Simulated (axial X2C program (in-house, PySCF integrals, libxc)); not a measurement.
# Photoelectron levels of ZnS by EOM-IP-CCSD

Calculated with an axial X2C code built on PySCF integrals: two-component X2C with atomic mean-field Coulomb and Gaunt terms, Gaussian nuclei, basis Zn dyall-cv3z, S dyall-av3z with contracted cores.

R = 2.138 Å (1.045 times 2.046 Å, the PBE0 minimum at charge 0 for the lowest determinant).

Vertical ionisation energies of ZnS to the states of ZnS⁺:

```
Ω of ZnS⁺  vertical IE (eV)  above lowest (cm⁻¹)       ionised spinor  one-hole weight
      3/2             8.375                    0   89% S pπ, 8% Zn pπ             0.93
      1/2             8.423                  386   89% S pπ, 8% Zn pπ             0.93
      1/2            10.952                20782  58% S pσ, 32% Zn sσ             0.94
```

**Question.** Take the first Ω = 1/2 and Ω = 3/2 rows of π character: how far apart are they, and which lies lower?

**Answer.** E(3/2) − E(1/2) = 0 − 386 = -386 cm⁻¹ at EOM-IP-CCSD: inverted, Ω = 3/2 lower. Splittings at this level can be off by ten to twenty per cent.

This point took 13 s on 1 thread of Arm Neoverse V2, on a shared host.

Reference electrons by ω block (each with its −ω partner): 1/2: 16, 3/2: 6, 5/2: 1. 18 electrons of ZnS correlated (inner shells frozen), 84 natural virtual spinors (a truncated set); levels can be off by some tenths of an eV. Roots sought by Ω: (1/2: 4, 3/2: 3, 5/2: 1); rows need 60 % one-particle weight and stop where some Ω has no more roots. Missing are any skipped roots, higher Ω and states of a further excitation; these come out far too high here and may in truth be low or lowest. T1 of the reference 0.019 (Lee–Taylor). Number of frozen shells: Zn 3 s, 2 p; S 2 s, 1 p.
